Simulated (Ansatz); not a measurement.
This geometry of CH4FNSi (8 atoms, charge 0, multiplicity 1) is a first-order saddle point.

The calculation used Ansatz 0.2.0, RKS revPBE-D4/6-31G*.

```xyz
8
Properties=species:S:1:pos:R:3
N -0.221 1.711 -0.765
C -0.074 0.948 0.269
Si 0.158 -0.948 0.246
F -1.154 -1.627 -0.451
H -0.193 1.150 -1.640
H -0.094 1.470 1.246
H 1.354 -1.278 -0.601
H 0.316 -1.484 1.639
```

(1) Which two structures does it join? (They come from a converged band through this point; their orientation in space is the band's.)

(2) How far does it lie above each of them?

## Answers

(1) No bond is made or broken. The dihedral N1–C2–Si3–H8 goes from -119 to 116°.

First end point:

```xyz
8
Properties=species:S:1:pos:R:3
N -0.558 1.651 -0.651
C 0.130 0.971 0.208
Si 0.237 -0.929 0.231
F -0.707 -1.404 -1.017
H -1.031 0.998 -1.308
H 0.681 1.563 0.964
H 1.642 -1.408 0.006
H -0.302 -1.499 1.511
```

Last end point:

```xyz
8
Properties=species:S:1:pos:R:3
N 0.144 1.773 -0.632
C -0.345 0.902 0.190
Si 0.080 -0.954 0.199
F -1.270 -1.864 0.061
H 0.769 1.299 -1.316
H -1.033 1.307 0.958
H 0.971 -1.182 -0.989
H 0.775 -1.339 1.474
```

(2) 0.095 eV above the first and 0.055 eV above the second. This is the barrier of this one path; another mechanism may lie lower.

Run time: 100 s on 1 CPU thread of a shared host.
